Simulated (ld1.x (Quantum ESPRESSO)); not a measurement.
**Plane-wave convergence, TM potential for lithium (Li)**

* Element: lithium
* Generator: ld1.x (Quantum ESPRESSO) 7.5
* Type: norm-conserving Troullier–Martins (Kleinman–Bylander form)
* Functional: PBE
* Relativity: scalar-relativistic
* Frozen core: none
* Valence charge: 3
* Reference configuration: 1s2 2s0 2p0 (charge +1)
* Partial waves: 1s (bound): rc 0.65 bohr; 2p (bound, empty): rc 4.20 bohr; 3d channel at 0.15 Ry: rc 4.40 bohr
* Local potential: all-electron potential smoothed inside 2.40 bohr (lloc = -1)
* Core correction: none

The pseudo-atom Hamiltonian at the reference potential is diagonalised in spherical Bessel functions j_l(qr) that vanish at 20 bohr, with q² up to the cutoff. All-electron valence levels (Ry): 1s -4.4404, 2s -0.4992, 2p -0.3490.

How do the lowest levels (Ry) of each channel move with the cutoff, and are there ghosts?

| cutoff (Ry) | s #1 | s #2 | s #3 | p #1 | p #2 | d #1 | f #1 | Σ f·Δε (mRy) |
| --- | --- | --- | --- | --- | --- | --- | --- | --- |
| 8 | -2.0049 | -0.3343 | -0.1284 | -0.3490 | -0.1305 | -0.1099 | -0.0401 | 4870.7 |
| 15 | -2.4965 | -0.3780 | -0.1398 | -0.3490 | -0.1305 | -0.1099 | -0.0401 | 3887.6 |
| 25 | -3.0593 | -0.4155 | -0.1482 | -0.3490 | -0.1305 | -0.1099 | -0.0401 | 2762.0 |
| 35 | -3.4800 | -0.4375 | -0.1527 | -0.3490 | -0.1305 | -0.1099 | -0.0401 | 1920.5 |
| 50 | -3.9060 | -0.4561 | -0.1563 | -0.3490 | -0.1305 | -0.1099 | -0.0401 | 1068.5 |
| 70 | -4.1790 | -0.4665 | -0.1582 | -0.3490 | -0.1305 | -0.1099 | -0.0401 | 522.6 |
| 100 | -4.3553 | -0.4726 | -0.1593 | -0.3490 | -0.1305 | -0.1099 | -0.0401 | 169.9 |
| 140 | -4.4265 | -0.4749 | -0.1597 | -0.3490 | -0.1305 | -0.1099 | -0.0401 | 27.6 |
| 180 | -4.4378 | -0.4753 | -0.1598 | -0.3490 | -0.1305 | -0.1099 | -0.0401 | 5.1 |
| 260 | -4.4387 | -0.4753 | -0.1598 | -0.3490 | -0.1305 | -0.1099 | -0.0401 | 3.1 |
| 400 | -4.4403 | -0.4754 | -0.1598 | -0.3490 | -0.1305 | -0.1099 | -0.0401 | 0.0 |

Result: no extra level below or beside the all-electron valence levels (s, p, d, f tested); 10 mRy is reached at 180 Ry and 1 mRy at over 300 Ry.

Its largest configuration-test error is -771 meV.
